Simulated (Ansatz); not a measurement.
Basis-set extrapolation for `COCOC(C)=O` (PBE0-D4/def2-TZVP geometry, frozen core, the Gaussian-basis code of Ansatz). Multiplicity 1, RHF reference.

```csv
,def2-TZVPP,def2-QZVPP
HF,-380.879997,-380.897526
MP2 correlation,-1.369103,-1.468560
CCSD(T) correlation,-1.463216,not run
```

Energies in hartree. Use E(X) = E(∞) + A·exp(−7.88·√X) for Hartree–Fock and E(X) = E(∞) + B·X^(−2.97) for correlation, with X = 3 and 4, and add CCSD(T) minus MP2 of the smaller set to the MP2 limit.

Question: What is the CCSD(T) energy at the basis-set limit?

Answer: HF limit: -380.897526 + (-0.017529) × 0.13774 = -380.89994. MP2 limit: -1.468560 + (-0.099457) × 0.74074 = -1.54223. Higher-order term: -1.463216 − (-1.369103) = -0.09411. Total: -382.53628 hartree, 506.9 kJ/mol below CCSD(T)/def2-TZVPP.
